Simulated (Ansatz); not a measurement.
Computed with PBE0-D3(BJ)/def2-TZVP in Ansatz (a first-principles code). No frequencies were computed at this level.

Ansatz 0.2 input:
```yaml
crystal:
  periodic: [false, false, false]
  atoms:
    - { symbol: C, position_ang: [-1.891095, -0.499947, 0.087095] }
    - { symbol: Si, position_ang: [-0.831852, 0.8641, -0.201788] }
    - { symbol: O, position_ang: [0.789487, 0.856661, -0.184733] }
    - { symbol: C, position_ang: [1.667499, -0.188301, 0.061658] }
    - { symbol: H, position_ang: [-2.961734, -0.417488, 0.05804] }
    - { symbol: H, position_ang: [-1.513359, -1.484978, 0.311219] }
    - { symbol: H, position_ang: [-0.988106, 2.265123, -0.513326] }
    - { symbol: H, position_ang: [1.526663, -0.583393, 1.070948] }
    - { symbol: H, position_ang: [2.686918, 0.189322, -0.036192] }
    - { symbol: H, position_ang: [1.515578, -1.001096, -0.652924] }
basis:
  gaussian: { orbitals: def2-tzvp }
hamiltonian:
  xc: pbe0
  dispersion: d3bj
relax:
  max_steps: 150
```

Output:

```
Functional definition: PBE0
1043 factors; their error is unknown
mean field evaluation 1: about -12077.4421 eV, gradient 7.3e1 eV
mean field evaluation 2: about -12061.1433 eV, gradient 9.8e1 eV
mean field evaluation 4: about -12088.9846 eV, gradient 1.1e1 eV
mean field evaluation 8: about -12089.2535 eV, gradient 2.1e-1 eV
mean field evaluation 16: about -12089.2835 eV, gradient 1.2e-4 eV
mean field -12089.28354011 eV, -444.2729756882 hartree, gradient 1.2e-5 eV, S^2 0.000000; 0 other end points of the search recorded, 0 dependent functions left out
reference -12089.28357128 eV, -444.2729768338 hartree; 20, 20 occupied and 146, 146 virtual orbitals, 1043 factors
relax step   1: F+E_penalty+E_count = -12089.44637341 eV  Δ(F+E_penalty+E_count) = +0.000e0 eV  max|allowed force component| = 1.718e0 eV/Å  Δτ_max = 0.0000 Å  (28 SCF iters, accepted)
these checks for a lower state are left out or cut short: starts, cluster_reference, orbital_swaps, neighbouring_geometries, increment
1043 factors; their error is unknown
mean field -12089.42914014 eV, -444.2783263909 hartree, gradient 2.2e-5 eV, S^2 0.000000; 0 other end points of the search recorded, 0 dependent functions left out
reference -12089.42917131 eV, -444.2783275360 hartree; 20, 20 occupied and 146, 146 virtual orbitals, 1043 factors
relax step   2: F+E_penalty+E_count = -12089.59246506 eV  Δ(F+E_penalty+E_count) = -1.461e-1 eV  max|allowed force component| = 6.373e-1 eV/Å  Δτ_max = 0.1391 Å  (31 SCF iters, accepted)
these checks for a lower state are left out or cut short: starts, cluster_reference, orbital_swaps, neighbouring_geometries, increment
1043 factors; their error is unknown
mean field evaluation 32: about -12089.4624 eV, gradient 2.1e-5 eV
mean field -12089.46239883 eV, -444.2795486251 hartree, gradient 2.1e-5 eV, S^2 0.000000; 0 other end points of the search recorded, 0 dependent functions left out
reference -12089.46242986 eV, -444.2795497654 hartree; 20, 20 occupied and 146, 146 virtual orbitals, 1043 factors
relax step   3: F+E_penalty+E_count = -12089.62666506 eV  Δ(F+E_penalty+E_count) = -3.420e-2 eV  max|allowed force component| = 2.180e-1 eV/Å  Δτ_max = 0.1105 Å  (31 SCF iters, accepted)
these checks for a lower state are left out or cut short: starts, cluster_reference, orbital_swaps, neighbouring_geometries, increment
1043 factors; their error is unknown
mean field -12089.46603882 eV, -444.2796823922 hartree, gradient 2.1e-5 eV, S^2 0.000000; 0 other end points of the search recorded, 0 dependent functions left out
reference -12089.46606981 eV, -444.2796835310 hartree; 20, 20 occupied and 146, 146 virtual orbitals, 1043 factors
relax step   4: F+E_penalty+E_count = -12089.63054674 eV  Δ(F+E_penalty+E_count) = -3.882e-3 eV  max|allowed force component| = 2.011e-1 eV/Å  Δτ_max = 0.0183 Å  (31 SCF iters, accepted)
these checks for a lower state are left out or cut short: starts, cluster_reference, orbital_swaps, neighbouring_geometries, increment
1043 factors; their error is unknown
mean field -12089.46993940 eV, -444.2798257359 hartree, gradient 2.0e-5 eV, S^2 0.000000; 0 other end points of the search recorded, 0 dependent functions left out
reference -12089.46997025 eV, -444.2798268695 hartree; 20, 20 occupied and 146, 146 virtual orbitals, 1043 factors
relax step   5: F+E_penalty+E_count = -12089.63500811 eV  Δ(F+E_penalty+E_count) = -4.461e-3 eV  max|allowed force component| = 8.486e-2 eV/Å  Δτ_max = 0.0349 Å  (30 SCF iters, accepted)
these checks for a lower state are left out or cut short: starts, cluster_reference, orbital_swaps, neighbouring_geometries, increment
1043 factors; their error is unknown
mean field -12089.47023765 eV, -444.2798366964 hartree, gradient 2.1e-5 eV, S^2 0.000000; 0 other end points of the search recorded, 0 dependent functions left out
reference -12089.47026844 eV, -444.2798378280 hartree; 20, 20 occupied and 146, 146 virtual orbitals, 1043 factors
relax step   6: F+E_penalty+E_count = -12089.63552042 eV  Δ(F+E_penalty+E_count) = -5.123e-4 eV  max|allowed force component| = 7.211e-2 eV/Å  Δτ_max = 0.0171 Å  (32 SCF iters, accepted)
these checks for a lower state are left out or cut short: starts, cluster_reference, orbital_swaps, neighbouring_geometries, increment
1043 factors; their error is unknown
mean field -12089.47022306 eV, -444.2798361602 hartree, gradient 2.1e-5 eV, S^2 0.000000; 0 other end points of the search recorded, 0 dependent functions left out
reference -12089.47025384 eV, -444.2798372913 hartree; 20, 20 occupied and 146, 146 virtual orbitals, 1043 factors
relax step   7: F+E_penalty+E_count = -12089.63572574 eV  Δ(F+E_penalty+E_count) = -2.053e-4 eV  max|allowed force component| = 1.206e-2 eV/Å  Δτ_max = 0.0114 Å  (32 SCF iters, accepted)
these checks for a lower state are left out or cut short: starts, cluster_reference, orbital_swaps, neighbouring_geometries, increment
1043 factors; their error is unknown
mean field evaluation 64: about -12089.4702 eV, gradient 1.2e-4 eV
mean field -12089.47016494 eV, -444.2798340243 hartree, gradient 2.1e-5 eV, S^2 0.000000; 0 other end points of the search recorded, 0 dependent functions left out
reference -12089.47019572 eV, -444.2798351556 hartree; 20, 20 occupied and 146, 146 virtual orbitals, 1043 factors
relax step   8: F+E_penalty+E_count = -12089.63573816 eV  Δ(F+E_penalty+E_count) = -1.242e-5 eV  max|allowed force component| = 2.154e-2 eV/Å  Δτ_max = 0.0060 Å  (33 SCF iters, accepted)
these checks for a lower state are left out or cut short: starts, cluster_reference, orbital_swaps, neighbouring_geometries, increment
1043 factors; their error is unknown
mean field -12089.47015321 eV, -444.2798335932 hartree, gradient 2.1e-5 eV, S^2 0.000000; 0 other end points of the search recorded, 0 dependent functions left out
reference -12089.47018399 eV, -444.2798347243 hartree; 20, 20 occupied and 146, 146 virtual orbitals, 1043 factors
relax step   9: F+E_penalty+E_count = -12089.63575060 eV  Δ(F+E_penalty+E_count) = -1.244e-5 eV  max|allowed force component| = 2.038e-3 eV/Å  Δτ_max = 0.0015 Å  (33 SCF iters, accepted)
1043 factors; their error is unknown
mean field evaluation 96: about -12089.4702 eV, gradient 3.1e-3 eV
mean field -12089.47015321 eV, -444.2798335932 hartree, gradient 2.1e-5 eV, S^2 0.000000; 1 other end points of the search recorded, 0 dependent functions left out
reference -12089.47018399 eV, -444.2798347243 hartree; 20, 20 occupied and 146, 146 virtual orbitals, 1043 factors
Total energy: -12089.63578138 eV, -444.2859203162 hartree
Atom 0 at    -1.768788    -0.462792     0.085226 Å, force    -0.000003    -0.000083    -0.000345 eV/Å
Atom 1 at    -0.786822     0.882701    -0.207079 Å, force     0.000317     0.000892    -0.000570 eV/Å
Atom 2 at     0.838798     0.913706    -0.196875 Å, force     0.001051    -0.000738     0.000051 eV/Å
Atom 3 at     1.639693    -0.222391     0.067712 Å, force    -0.002038    -0.000703     0.000387 eV/Å
Atom 4 at    -2.846399    -0.350000     0.047866 Å, force     0.000267     0.000257     0.000058 eV/Å
Atom 5 at    -1.401597    -1.455543     0.312657 Å, force    -0.000006    -0.000337     0.000572 eV/Å
Atom 6 at    -1.255989     2.242122    -0.518147 Å, force    -0.000575    -0.000040     0.000141 eV/Å
Atom 7 at     1.446388    -0.613946     1.070774 Å, force     0.000590     0.000062     0.001263 eV/Å
Atom 8 at     2.684310     0.081559    -0.000350 Å, force    -0.000041     0.000775     0.000065 eV/Å
Atom 9 at     1.450404    -1.015414    -0.661786 Å, force     0.000437    -0.000085    -0.001622 eV/Å
Dipole moment:     0.260166    -0.037137     0.011215 e Å
```

Cost: very roughly 30 core-seconds.
